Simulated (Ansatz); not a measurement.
Z-matrix (Å, degrees):
```
N
Si 1 1.711
H 1 1.007 2 119.8
H 1 1.008 2 119.0 3 144.0
N 2 1.704 1 106.0 3 159.6
Cl 2 2.087 1 104.0 3 35.9
H 5 1.010 2 120.5 1 -44.0
H 5 1.006 2 120.8 1 166.4
```

The species carries charge 0 and has multiplicity 2.

Problem. List the ωB97M-V/def2-TZVPP orbital energies in eV (Ansatz 0.2.0). (Best estimate.)

Solution. Ansatz gave: α occupied: -2771.38, -1807.90, -394.41, -394.29, -261.78, -199.27, -199.14, -199.13, -148.78, -102.98, -102.90, -102.85, -27.16, -26.40, -25.19, -17.56, -16.69, -16.45, -14.35, -13.52, -12.08, -11.39, -10.84, -10.27, -7.39. α empty: 2.41, 2.54, 3.49, 3.87, 4.08, 4.39, 5.06, 6.75. β occupied: -2771.35, -1807.81, -394.34, -394.24, -261.76, -199.20, -199.11, -199.10, -148.68, -102.84, -102.78, -102.72, -27.01, -26.28, -25.06, -17.26, -16.58, -16.32, -14.15, -13.20, -11.77, -11.30, -10.45, -10.18. β empty: -0.33, 2.50, 2.66, 3.67, 3.92, 4.15, 4.61, 5.12. ⟨S²⟩ = 0.752.
